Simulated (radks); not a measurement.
Values are calculated unless marked as measured or tabulated.
All-electron atom: the osmium ion Os2+ in [Xe] 4f14 5d(3/2: 3, 5/2: 3) (the NIST ground configuration). Level of theory: Dirac Kohn-Sham, relativistic LDA (MacDonald-Vosko exchange, VWN5 correlation), spin-unpolarised, spherical densities, finite nucleus; Fermi nuclear charge, rms radius 5.4126 fm (a radial shooting solver on a logarithmic mesh with Libxc functionals).

Radial electron density D(r) = 4 pi r^2 rho(r):

| r (bohr) | D(r) (e/bohr) |
|---|---|
| 0.002098 | 25.51 |
| 0.002423 | 30.87 |
| 0.002798 | 37.06 |
| 0.003232 | 44.11 |
| 0.003732 | 51.97 |
| 0.00431 | 60.53 |
| 0.004978 | 69.56 |
| 0.005749 | 78.73 |
| 0.006693 | 88.06 |
| 0.007729 | 95.97 |
| 0.008927 | 102.3 |
| 0.01031 | 106.6 |
| 0.01191 | 108.3 |
| 0.01375 | 107.4 |
| 0.01588 | 104.4 |
| 0.01834 | 100.3 |
| 0.02118 | 96.94 |
| 0.02446 | 96.06 |
| 0.02825 | 99.30 |
| 0.03262 | 107.2 |
| 0.03768 | 118.5 |
| 0.04351 | 130.2 |
| 0.05025 | 138.1 |
| 0.05803 | 139.0 |
| 0.06702 | 131.9 |
| 0.0774 | 120.5 |
| 0.08939 | 111.1 |
| 0.1032 | 109.5 |
| 0.1192 | 116.7 |
| 0.1377 | 126.3 |
| 0.159 | 128.3 |
| 0.1837 | 116.7 |
| 0.2121 | 95.20 |
| 0.2449 | 75.60 |
| 0.2829 | 68.25 |
| 0.3267 | 73.11 |
| 0.3773 | 80.22 |
| 0.4357 | 79.03 |
| 0.5032 | 67.07 |
| 0.5812 | 49.97 |
| 0.6766 | 34.32 |
| 0.7814 | 25.17 |
| 0.9024 | 20.33 |
| 1.042 | 17.12 |
| 1.204 | 13.84 |
| 1.39 | 10.33 |
| 1.605 | 7.085 |
| 1.854 | 4.515 |
| 2.141 | 2.694 |
| 2.473 | 1.497 |
| 2.856 | 0.7567 |
| 3.298 | 0.3369 |
| 3.809 | 0.1273 |
| 4.399 | 0.03933 |
| 5.08 | 0.009585 |
| 5.867 | 0.001774 |

D(r) has 4 maxima, at r = 0.0122, 0.0549, 0.152, 0.399 bohr, and minima at 0.0237, 0.0984, 0.283 bohr, inside which lie 2.03, 11.11, 29.94 electrons.
